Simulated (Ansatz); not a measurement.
C₇H₁₄O, charge -1, doublet, geometry from GFN2-xTB (a state made from the parent by changing its charge; the spin is typed, not shown lowest) (a gas-phase anion, which may not be bound at this level). Base run: PBE0/STO-3G in Ansatz (a program for electronic structure).

Ansatz was given this input:
Ansatz 0.2 input:
```yaml
crystal:
  periodic: [false, false, false]
  atoms:
    - {symbol: C, position_ang: [3.99048519, -0.40350447, -0.43807394]}
    - {symbol: C, position_ang: [2.60511723, -0.78214731, 0.07754406]}
    - {symbol: C, position_ang: [1.52502255, 0.19855003, -0.37953069]}
    - {symbol: C, position_ang: [0.13481601, -0.17161184, 0.13530490]}
    - {symbol: C, position_ang: [-0.97085144, 0.81798159, -0.32301061]}
    - {symbol: C, position_ang: [-2.35275864, 0.51056680, 0.21602925]}
    - {symbol: C, position_ang: [-3.02593767, -0.68335958, -0.44346084]}
    - {symbol: O, position_ang: [-2.67849347, 0.85987886, 1.43739969]}
    - {symbol: H, position_ang: [4.74291490, -1.11559582, -0.09952080]}
    - {symbol: H, position_ang: [4.27002133, 0.58643397, -0.08161048]}
    - {symbol: H, position_ang: [3.99938305, -0.38677832, -1.52681964]}
    - {symbol: H, position_ang: [2.35072441, -1.78574395, -0.27394343]}
    - {symbol: H, position_ang: [2.62104646, -0.81123764, 1.16990625]}
    - {symbol: H, position_ang: [1.78173498, 1.20250622, -0.02883455]}
    - {symbol: H, position_ang: [1.50762161, 0.22747731, -1.47397486]}
    - {symbol: H, position_ang: [0.13619929, -0.18730115, 1.22674373]}
    - {symbol: H, position_ang: [-0.12410623, -1.17459395, -0.21414476]}
    - {symbol: H, position_ang: [-0.67610803, 1.81782099, 0.01563038]}
    - {symbol: H, position_ang: [-0.98410895, 0.81870438, -1.42447500]}
    - {symbol: H, position_ang: [-2.56379430, -1.66120901, -0.19557494]}
    - {symbol: H, position_ang: [-4.06776464, -0.73688540, -0.12373818]}
    - {symbol: H, position_ang: [-3.00117575, -0.59148011, -1.53765399]}
basis:
  gaussian:
    orbitals: STO-3G
hamiltonian:
  xc: pbe0
total_charge: -1
magnetization: {spin_polarized: true, initial_magnetization: 1}
```

The bond that is stretched is that between atoms 9 and 1. A test that says stable can miss a lower solution.

Variants of this job, named by their change:

```csv
change,ΔE vs base (mEh),<S^2>,stability test says
base,0.000,0.751,minimum
spin_polarized = on; lower_state_search = off,0.000,0.751,undecided (no full test)
spin_polarized = on; lower_state_search = standard,0.000,0.751,minimum
bond × 1.25,34.279,0.751,minimum
spin_polarized = on; lower_state_search = off; bond × 1.25,34.279,0.751,undecided (no full test)
spin_polarized = on; lower_state_search = standard; bond × 1.25,34.279,0.751,minimum
bond × 1.5,85.128,0.757,minimum
spin_polarized = on; lower_state_search = off; bond × 1.5,85.128,0.757,undecided (no full test)
spin_polarized = on; lower_state_search = standard; bond × 1.5,85.128,0.757,minimum
bond × 1.8,124.9,0.790,minimum
spin_polarized = on; lower_state_search = off; bond × 1.8,124.9,0.790,undecided (no full test)
spin_polarized = on; lower_state_search = standard; bond × 1.8,124.9,0.790,minimum
bond × 2.2,153.5,0.935,minimum
spin_polarized = on; lower_state_search = off; bond × 2.2,153.5,0.935,undecided (no full test)
spin_polarized = on; lower_state_search = standard; bond × 2.2,153.5,0.935,minimum
bond × 3.0,166.6,1.127,minimum
spin_polarized = on; lower_state_search = off; bond × 3.0,166.6,1.127,undecided (no full test)
spin_polarized = on; lower_state_search = standard; bond × 3.0,166.6,1.127,minimum
```

A gas-phase anion may not be bound at this level; its values then depend on the basis.

On stretching, the SCF can end on different states; <S^2> shows the spin contamination of each.
